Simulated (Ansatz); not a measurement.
`[F][GaH][ZnH]` and `[F][GaH][SH]` differ in one atom or group.

Ansatz, PBE0-D4/def2-TZVP geometries, multiplicity 1. Each molecule was computed in one conformer, which needn't be the lowest.

Scalar relativity is left out up to krypton.

```tsv
property	`[F][GaH][ZnH]`
LUMO energy (B3LYP/def2-TZVPP) / eV	-2.56
LUMO energy (PBE/def2-TZVPP) / eV	-3.03
size of the dipole moment (B3LYP/def2-TZVPP) / D	2.48
HOMO–LUMO gap (PBE/def2-TZVPP) / eV	3.09
HOMO energy (B3LYP/def2-TZVPP) / eV	-7.01
size of the dipole moment (PBE/def2-TZVPP) / D	2.28
```

Task: What does the change do to each property? (An estimate is asked.)

Result: Ansatz gave: 
```
                                        property  `[F][GaH][SH]`  shift
             LUMO energy (B3LYP/def2-TZVPP) / eV           -1.53   1.03
               LUMO energy (PBE/def2-TZVPP) / eV           -2.02   1.01
size of the dipole moment (B3LYP/def2-TZVPP) / D            1.27  -1.21
             HOMO–LUMO gap (PBE/def2-TZVPP) / eV            4.84   1.75
             HOMO energy (B3LYP/def2-TZVPP) / eV           -7.83  -0.82
  size of the dipole moment (PBE/def2-TZVPP) / D            1.14  -1.14
```

With PBE0 the HOMO falls by 0.91 eV and the LUMO rises by 1.06 eV, so the gap widens by about 1.97 eV. PBE moves the HOMO by -0.74 eV and ωB97M-V by -1.07 eV. Dipoles are sizes alone; their direction can turn.

B3LYP here is the variant with VWN-RPA as its local correlation; programs differ in this.
